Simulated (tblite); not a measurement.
Species: C5H10ClFSi (charge +1 and doublet state).
Atom-mapped SMILES: `[CH3:1][C+:2]([CH:3][SiH2:4][Cl:5])[CH2:6][CH2:7][F:8]` (hydrogens: H9, H10, H11 on C1; H12 on C3; H13, H14 on Si4; H15, H16 on C6; H17, H18 on C7)

Geometry (GFN2-xTB, Å), atoms numbered from 1 in this order:
```xyz
18
C5H10ClFSi angstrom
C     -0.6689   -1.9200   -0.6706
C     -0.1047   -0.7831    0.1357
C      1.2227   -0.6468    0.1907
Si     2.2671    0.9830    0.4754
Cl     1.4350    1.9798    1.9969
C     -1.0966    0.2077    0.6533
C     -1.4245    1.2105   -0.4602
F     -0.2747    1.8569   -0.8345
H     -0.1426   -2.8433   -0.4376
H     -0.5364   -1.7394   -1.7381
H     -1.7314   -2.0419   -0.4781
H      1.8684   -1.4845   -0.0264
H      3.5017    0.3408    0.9394
H      2.3403    1.7152   -0.7740
H     -2.0249   -0.2796    0.9501
H     -0.6904    0.7443    1.5107
H     -2.1168    1.9719   -0.0876
H     -1.8321    0.7349   -1.3568
```

Computed values, GFN2-xTB/tblite, gas phase, harmonic and unscaled. The method is semi-empirical: single wavenumbers can be off by several per cent or more. Modes of hydrogen on silicon can be 10 to 20 % off. One conformer, not necessarily the lowest. Open shells enter through the occupations alone, without spin polarisation, and single modes of such species can be off by tens of per cent. The optimisation stopped once no atom felt more than 0.01 eV/Å.

Lowest wavenumbers of the output (negative numbers stand for imaginary wavenumbers):
```
mode    cm-1
  1    -135.2
  2      39.4
  3      69.1
  4      97.4
  5     117.6
  6     146.8
  7     199.5
  8     210.1
  9     314.7
 10     398.8
 11     448.6
 12     470.0
 13     507.7
 14     523.9
 15     531.6
```

Problem. Is this structure a minimum?

Solution. No. 1 mode is imaginary beyond 20i (135i cm⁻¹), so at this level the point lies at or near a first-order saddle.

Problem. Which atoms move in the imaginary mode?

Solution. 135i: H10 (hydrogen on carbon) 35 %, H9 (hydrogen on carbon) 32 %, H11 (hydrogen on carbon) 30 %. These are shares of the mass-weighted motion.

Problem. What is the remedy?

Solution. Step along that mode in both directions, optimise again with tighter thresholds and repeat the frequencies. The zero-point energy of this point (82.6 kcal/mol) counts the 47 real modes alone, and thermal corrections from it aren't those of a minimum.

On one thread, AMD EPYC (x86_64), shared host with 64 logical CPUs at a one-minute load of 60, this took 3.0 s wall. This covers the Hessian and the dipole derivatives.
